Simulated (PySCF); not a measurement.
Te(H)(OH) (H2OTe), SMILES O[TeH].

Geometry optimised at PBE0-D3(BJ)/def2-TZVP. The def2 effective core potentials stand for the cores of Te; spin–orbit coupling is left out.

Method: PBE0/def2-TZVPD (PySCF).

The molecule is in vacuum.

* **total energy**: -344.39444 hartree
* **highest occupied level**: -6.45 eV
* **lowest empty level**: -1.89 eV
* **orbital gap**: 4.56 eV
* **dipole moment**: 1.44 D
* **quadrupole, principal values (traceless, Buckingham form, about the centre of nuclear charge)**: -5.92, 1.07, 4.85 D·Å
* **mean static polarisability**: 47.0 bohr³ (6.96 Å³)
* **polarisability, principal values**: 44.9, 46.4, 49.7 bohr³
